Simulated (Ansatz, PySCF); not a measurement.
System: sum formula BNH4, charge 0, multiplicity 1. 
Coordinates optimised at B3LYP-D3(BJ)/def2-TZVP (Ansatz, a quantum-chemistry and plane-wave program):
```xyz
6

B     -0.7766     0.0323    -0.0041
N      0.6098    -0.0254     0.0032
H     -1.3984    -0.9854    -0.0254
H     -1.3119     1.0982     0.0110
H      1.1972     0.7922     0.0209
H      1.1274    -0.8889    -0.0085
```

Property: atomisation energy (electronic, to ground-state atoms), in kcal/mol. Correlated levels leave the core frozen unless marked. UHF or UKS for open shells. No spin-orbit coupling. No relativistic terms. The coupled-cluster limit lacks core correlation, which all-electron functionals hold. CBS marks a two-point X^-3 extrapolation of the correlation energy; Hartree-Fock from the larger set.

```
level                     program  atomisation energy (kcal/mol)
------------------  -------------  -----------------------------
HF/cc-pVQZ                 Ansatz                          374.2
BP86-D4/def2-TZVPD  PySCF + dftd4                          518.2
```

Task: Predict the CCSD(T)/CBS(def2-TZVPPD,def2-QZVPPD) result (Ansatz).

Result: 499.8 kcal/mol
